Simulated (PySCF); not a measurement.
**C₆ coefficients of unlike pairs at PBE**

Calculated with PySCF 2.14 from the dipole response of each species, C₆(A,B) = (3/π) ∫ α_A(iu) α_B(iu) du, in atomic units, from isotropic polarisabilities. For ions this is the dispersion term alone; charge-induced terms of lower order in 1/R come first.

```tsv
species	configuration	basis	relativity	α (bohr³)	C₆ (like pair)
Cl³⁺	[Ne] 3s2 3p2 (3P)	aug-cc-pV(5+d)Z (8s7p6d4f3g2h)	none	4.360	11.81
S³⁺	[Ne] 3s2 3p1 (2P)	x2c-TZVPPall with one added diffuse shell each of s, p, d type (6s6p4d1f)	spin-free X2C	5.292	14.02
Al²⁺	[Ne] 3s1 (2S)	x2c-TZVPPall with one added diffuse shell each of s, p, d type (6s6p4d1f)	spin-free X2C	13.66	36.90
Al⁺	[Ne] 3s2 (1S)	aug-cc-pCVQZ-DK (10s9p7d5f3g)	spin-free X2C	24.17	122.5
```

Problem. Estimate C₆ for Al²⁺ with Cl³⁺.

Solution. The integral gives 18.22. The combination rule 2 C_A C_B / (C_A α_B/α_A + C_B α_A/α_B) gives 17.87 and the geometric mean 20.88.

No spin-orbit coupling is included.

The other pairs:

```
     pair     C₆
S³⁺, Cl³⁺  12.80
Al⁺, Al²⁺  67.16
Al⁺, Cl³⁺  33.32
 Al⁺, S³⁺  37.99
Al²⁺, S³⁺  20.76
```
